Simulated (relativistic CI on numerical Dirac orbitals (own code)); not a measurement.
**Electric-dipole transitions in Tl⁴⁶⁺**

These numbers are calculated, not measured: Dirac-Coulomb-Breit CI, KLI orbitals optimised for each configuration, model QED (radiative potential, 1s self-energy scaled to tabulated hydrogen-like ionisation energies), unscaled Slater integrals (own radial code, finite nucleus).

Configuration list (outside the closed core [Ar] 3d10): 4s2 4p5, 4s 4p6, 4s2 4p4 4d, 4s 4p5 4d, 4s2 4p4 4f, 4s 4p5 4f, 4p6 4d, 4s 4p4 4d2, 4s2 4p3 4d 4f, 4p6 4f, 4p5 4d 4f, 4s 4p4 4f2, 4s2 4p4 5s, 4p6 5s, 4s2 4p4 5p, 4s 4p4 4d 5s, 4s2 4p3 4f 5s, 4s 4p5 5s, 4s2 4p4 5d, 4s 4p5 5p, 4s2 4p4 5f, 4s2 4p4 5g, 4s 4p5 5d, 4p5 4f 5s, 4s 4p5 5f, 4s2 4p4 6s, 4s 4p5 5g, 4s2 4p3 4d2, 4s2 4p2 4d3, 4s 4p3 4d3, 4s2 4p2 4d2 4f, 4s 4p3 4d2 4f, 4s2 4p2 4d2 5s, 4p5 4d2, 4p4 4d3, 4p4 4d2 4f, 4p4 4d2 5s, 4p5 4d 5s, 4p4 4d 4f 5s, 4p4 4d 5s2, 4s2 4p3 5s2, 4s2 4p2 4d 5s2, 4s 4p3 4d 5s2, 4s2 4p2 4f 5s2, 4s 4p3 4f 5s2. Double excitations out of closed p, d and f shells are left out; levels of such configurations are missing from the list, as are those of other unlisted configurations, and high levels can miss mixing partners. These lack a partner that the ground configuration has and come out too high: 4s2 4p4 5p, 4s 4p5 5s, 4s2 4p4 5d, 4s 4p5 5p, 4s2 4p4 5f.

```tsv
λ vac (Å)	Lower	Upper	A (s⁻¹)	log gf	S velocity/length
34.398	4s2 4p4 4d 4D_3/2 [3]	4s2 4p3 4d2 4P°_1/2 [100]	4.10e+12	0.16	0.98
34.417	4s2 4p4 4d 4D_5/2 [4]	4s2 4p3 4d2 4D°_3/2 [103]	2.65e+12	0.27	0.98
34.453	4s2 4p4 4d 2D_3/2 [7]	4s2 4p3 4d2 2D°_3/2 [114]	4.29e+12	0.48	0.98
34.549	4s2 4p4 4d 2F_7/2 [6]	4s2 4p3 4d2 2F°_7/2 [107]	3.59e+12	0.71	0.98
34.558	4s2 4p4 4d 2F_7/2 [6]	4s2 4p3 4d2 4D°_5/2 [106]	2.26e+12	0.39	0.97
34.665	4s2 4p4 4d 4F_9/2 [9]	4s2 4p3 4d2 4G°_11/2 [135]	1.15e+12	0.39	1.02
34.714	4s2 4p4 4d 4F_9/2 [9]	4s2 4p3 4d2 4D°_7/2 [133]	3.06e+12	0.65	0.96
34.850	4s2 4p4 4d 2F_7/2 [8]	4s2 4p3 4d2 4P°_5/2 [129]	3.59e+12	0.59	0.97
34.987	4s2 4p4 4d 4F_9/2 [9]	4s2 4p3 4d2 4F°_9/2 [128]	2.03e+12	0.57	0.99
35.129	4s2 4p4 4d 2F_7/2 [8]	4s2 4p3 4d2 4D°_7/2 [127]	2.37e+12	0.54	0.99
35.134	4s2 4p4 4d 2F_7/2 [8]	4s2 4p3 4d2 2G°_9/2 [126]	2.42e+12	0.65	1.00
35.150	4s2 4p4 4d 2D_5/2 [11]	4s2 4p3 4d2 2F°_7/2 [147]	2.65e+12	0.59	1.01
35.233	4s2 4p5 2P°_3/2 [1]	4s2 4p4 4d 2S_1/2 [21]	4.39e+12	0.21	1.01
35.311	4s2 4p5 2P°_3/2 [1]	4s2 4p4 4d 2P_3/2 [20]	2.91e+12	0.34	1.01
35.330	4s2 4p5 2P°_3/2 [1]	4s2 4p4 4d 2D_5/2 [19]	3.18e+12	0.55	1.02
35.369	4s2 4p4 4d 4F_9/2 [9]	4s2 4p3 4d2 4G°_11/2 [125]	1.76e+12	0.60	1.00
35.501	4s2 4p4 4d 2G_9/2 [28]	4s2 4p3 4d2 2H°_11/2 [374]	2.22e+12	0.70	1.00
35.695	4s2 4p5 2P°_1/2 [2]	4s2 4p4 4d 2D_3/2 [82]	2.45e+12	0.27	1.02
36.121	4s2 4p4 4d 2D_5/2 [19]	4s2 4p3 4d2 2G°_7/2 [345]	2.99e+12	0.67	0.99
36.865	4s2 4p4 4d 2F_7/2 [6]	4s2 4p3 4d2 2G°_9/2 [90]	9.54e+11	0.29	1.00
37.071	4s2 4p4 4d 4D_5/2 [4]	4s2 4p3 4d2 4G°_7/2 [88]	1.06e+12	0.24	1.00
46.875	4s2 4p4 4d 2G_7/2 [18]	4s2 4p4 4f 2H°_9/2 [172]	1.55e+12	0.71	0.99
47.089	4s2 4p4 4d 4F_5/2 [17]	4s2 4p4 4f 4G°_7/2 [169]	1.39e+12	0.57	0.99
48.000	4s2 4p4 4d 2F_7/2 [6]	4s2 4p3 4d2 4F°_9/2 [59]	1.09e+12	0.58	0.99
51.281	4s2 4p5 2P°_1/2 [2]	4s2 4p4 4d 2P_1/2 [36]	1.73e+12	0.13	1.02
52.557	4s2 4p5 2P°_1/2 [2]	4s2 4p4 4d 2D_3/2 [33]	1.07e+12	0.25	1.02
52.831	4s2 4p4 4d 4F_9/2 [9]	4s2 4p4 4f 4G°_11/2 [63]	6.70e+11	0.53	0.99
53.144	4s2 4p4 4d 2D_5/2 [13]	4s 4p5 4d 2F°_7/2 [74]	9.33e+11	0.50	0.99
53.197	4s2 4p5 2P°_3/2 [1]	4s2 4p4 4d 2D_5/2 [13]	9.09e+11	0.36	1.03
54.055	4s2 4p5 2P°_3/2 [1]	4s2 4p4 4d 2P_3/2 [12]	6.43e+11	0.05	1.01
```

Terms are leading LS components. Brackets give the number of a level in order of energy, since labels repeat. The list gives strong lines, with weight on those to low levels, among the lowest 400 of 9444 levels, so that lines to higher ones, which can be the strongest, are missing. Levels whose partners in the same complex of configurations lie outside the list can be far off, and so can their lines. Rates are taken at the computed energies, electric ones in the length gauge. A velocity-to-length ratio far from 1 marks an uncertain rate.

At this charge energies of transitions that change n are usually good to better than 1 %, and those within a shell (Δn = 0) to a few per cent.

LS names give the leading component of a level, which can be under half, so a name can repeat, a term be missing and a line seem to break the LS rules.
